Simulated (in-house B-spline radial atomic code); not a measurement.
# Binding energies in Rb4+

NIST's tabulated ground configuration is [Ar] 3d10 4s2 4p3; each binding energy is the energy of the ion with one electron taken from that subshell, relaxed, less that of the parent. Method: Dirac-Hartree-Fock, average of configuration, Fermi nucleus of rms radius 4.2036 fm. Calculated with a radial B-spline atomic code at the basis-set limit. Energies include first-order Breit, QED and recoil terms.

```json
{"subshell": "1s", "X-ray name": "K", "binding energy (eV)": "15263.2", "-ε (eV)": "15350.1", "relaxation (eV)": "50.9"}
{"subshell": "2s", "X-ray name": "L1", "binding energy (eV)": "2134.4", "-ε (eV)": "2161.8", "relaxation (eV)": "24.2"}
{"subshell": "3s", "X-ray name": "M1", "binding energy (eV)": "387.2", "-ε (eV)": "393.8", "relaxation (eV)": "6.2"}
{"subshell": "3d3/2", "X-ray name": "M4", "binding energy (eV)": "172.7", "-ε (eV)": "179.3", "relaxation (eV)": "6.6"}
{"subshell": "3d5/2", "X-ray name": "M5", "binding energy (eV)": "171.2", "-ε (eV)": "177.6", "relaxation (eV)": "6.5"}
{"subshell": "4s", "X-ray name": "N1", "binding energy (eV)": "85.76", "-ε (eV)": "86.36", "relaxation (eV)": "0.55"}
{"subshell": "4p", "X-ray name": "N2,3", "binding energy (eV)": "66.71", "-ε (eV)": "67.17", "relaxation (eV)": "0.44"}
```

Relaxation = -ε minus the binding energy without Breit, QED and recoil terms.

Question: What does it cost to remove both a 3d3/2 and a 4p electron?

Answer: 257.87 eV, which is 18.49 eV more than the two single binding energies together.

Question: What does it cost to remove both a 2s and a 3d3/2 electron?

Answer: 2348.8 eV, which is 41.77 eV more than the two single binding energies together.

Question: What does it cost to remove both a 1s and a 4p electron?

Answer: 15350 eV, which is 19.8 eV more than the two single binding energies together.
